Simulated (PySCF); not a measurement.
**AsI₂: from structure and modes to constants**

Level of theory: UPBE0/[As def2-SVP, I def2-SVP with ECP28], scalar-relativistic core potentials, density fitting, no spin–orbit coupling, PySCF.

The doublet minimum has C2v symmetry. Masses (u): As 74.92160, I 126.90447.

```xyz
3
charge 0 multiplicity 2, angstrom
As    0.0000    0.0000   -1.2137
I     1.9873    0.0000    0.3585
I    -1.9873    0.0000    0.3585
```

Harmonic wavenumbers (cm⁻¹): 77.7 (a1, ×1), 243.6 (a1, ×1), 245.0 (b2, ×1).

Question: Find the principal moments of inertia and the rotational constants. What kind of rotor is it?

Answer: About the centre of mass I = 142.99, 1002.4, 1145.4 u Å². With B = 16.8576/I this gives 0.1179, 0.01682, 0.01472 cm⁻¹. The molecule is an asymmetric top with κ = -0.96.

Question: Find the vibrational entropy and heat capacity at 298.15 K.

Answer: With u = 1.43878 ω/T, each mode gives S = R[u/(eᵘ−1) − ln(1−e⁻ᵘ)] and C = R u² eᵘ/(eᵘ−1)².
```
ω (cm⁻¹)      u  S (J/(mol K))  C (J/(mol K))
    77.7  0.375          16.52           8.22
   243.6  1.176           7.43           7.42
   245.0  1.182           7.39           7.41
```
The sums over all modes are S = 31.3 and C = 23.0 J/(mol K); the softest mode gives 53 % of the entropy.

Question: Give the standard entropy (298.15 K, 1 bar) by its translational, rotational, vibrational and spin parts, and Cp.

Answer: Sackur–Tetrode with M = 328.73 u gives 181.1; rotation with symmetry number 2 gives 121.4; vibration 31.3; spin R ln 2 = 5.8. The total is 339.6 J/(mol K), and Cp = 4 R + 23.0 = 56.3 J/(mol K).

This need not be the most stable arrangement of these atoms. With an element this heavy the missing spin–orbit coupling can shift these numbers.
